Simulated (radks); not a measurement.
The table gives one normalised radial function P(r) = r R(r) of H in 2s1 (r in bohr). Calculated with a radial shooting solver on a logarithmic mesh with Libxc functionals: scalar-relativistic Kohn-Sham, RPBE, spin-polarised, spherical densities, point nucleus; open shells are filled with parallel spins first.

r	P
0.06051	0.0427
0.06661	0.0467
0.07332	0.0510
0.0807	0.0557
0.08813	0.0603
0.09701	0.0658
0.1068	0.0716
0.1166	0.0773
0.1284	0.0840
0.1413	0.0912
0.1555	0.0987
0.1698	0.1061
0.1869	0.1145
0.2058	0.1233
0.2247	0.1317
0.2473	0.1412
0.2723	0.1509
0.2997	0.1607
0.3273	0.1697
0.3602	0.1793
0.3965	0.1885
0.433	0.1965
0.4767	0.2043
0.5247	0.2110
0.5775	0.2161
0.6307	0.2191
0.6942	0.2200
0.7642	0.2183
0.8345	0.2138
0.9185	0.2054
1.011	0.1930
1.113	0.1760
1.215	0.1560
1.338	0.1288
1.473	0.0960
1.608	0.0611
1.77	0.0182
1.948	-0.0295
2.145	-0.0813
2.342	-0.1315
2.578	-0.1882
2.838	-0.2478
3.099	-0.3036
3.411	-0.3581
3.755	-0.4036
4.133	-0.4394
4.513	-0.4612
4.968	-0.4695
5.469	-0.4581
5.972	-0.4297
6.573	-0.3836
7.236	-0.3288
7.965	-0.2722
8.697	-0.2228
9.574	-0.1738
10.54	-0.1303
11.51	-0.0955
12.67	-0.0640
13.94	-0.0402
15.35	-0.0236
16.76	-0.0136
18.45	-0.0070

Which n and l does it have? It may be an empty orbital.

Answer. n = 2, l = 0: the number of nodes gives n - l - 1 = 1, the rise at small r (about r^(l+1)) gives l, and the extent must fit the shell. The curve is that of 2s up; the table hardly tells the two spins apart. 2s up: eigenvalue -2.270 eV, 1 radial node at r = 1.84 bohr, <r> = 5.56 bohr, 90 % of the charge inside 8.36 bohr.
